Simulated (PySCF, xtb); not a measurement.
CH₃Cl₂NSi₂, SMILES Cl[Si]1(Cl)C=N[SiH2]1.

GFN2-xTB (xtb) at its own geometry gives an orbital gap of 2.19 eV and a dipole moment of 1.47 D.

Geometry: r2SCAN-D4/def2-SVP. The structure was generated by enumeration, and PubChem lists no compound with its InChIKey, so it may never have been made.

### Question
What does PySCF with PBE/def2-TZVP give? (The exact figures need the calculation; the answer reports its results.)

### Answer
gap 3.16 eV (levels -6.06 and -2.90 eV), dipole 0.58 D.
